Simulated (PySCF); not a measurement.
Molecule (SMILES): BN (BH2-NH2).
Geometry (B3LYP-D3(BJ)/def2-TZVP, fixed):
```xyz
6

B     -0.7766     0.0323    -0.0041
N      0.6098    -0.0254     0.0032
H     -1.3984    -0.9854    -0.0254
H     -1.3119     1.0982     0.0110
H      1.1972     0.7922     0.0209
H      1.1274    -0.8889    -0.0085
```

Basis-set convergence of the lowest singlet excitation energy at CAM-B3LYP with PySCF. Tamm-Dancoff approximation; the state is taken by its order, and sets in which it differs in degeneracy or brightness are left out, yet its character can still change. All functions are spherical. Density fitting with generated auxiliary sets. No added dispersion term, no relativity. Reference: the value in d-aug-cc-pVTZ, 7.242 eV, itself unsure by roughly 0.004 eV (its mean distance from aug-pcseg-2, aug-cc-pVTZ). Deviations are taken from unrounded values. Cost is core time over that of def2-SVPD, rough, on shared machines of one kind.

```
basis            functions  lowest singlet excitation energy (eV)  minus reference (eV)  cost
---------------  ---------  -------------------------------------  --------------------  ----
def2-SVPD               72                                  7.302                 0.060    1×
aug-cc-pVDZ             82                                  7.245                 0.003    1×
aug-pcseg-1             82                                  7.264                 0.023    1×
def2-TZVPD             110                                  7.272                 0.031    3×
jun-cc-pV(T+d)Z        134                                  7.253                 0.011    3×
def2-TZVPPD            142                                  7.268                 0.027    5×
aug-cc-pVTZ            184                                  7.249                 0.008    9×
aug-pcseg-2            184                                  7.241                 0.000   10×
def2-QZVPPD            258                                  7.256                 0.014   30×
```

The smallest set listed that lies within 0.05 eV of the reference with all its larger relatives (same family, alike in diffuse functions; a set with none counts only in the reference's own line) is aug-cc-pVDZ (82 functions, 1× in cost, 0.003 eV off), level with aug-pcseg-1.
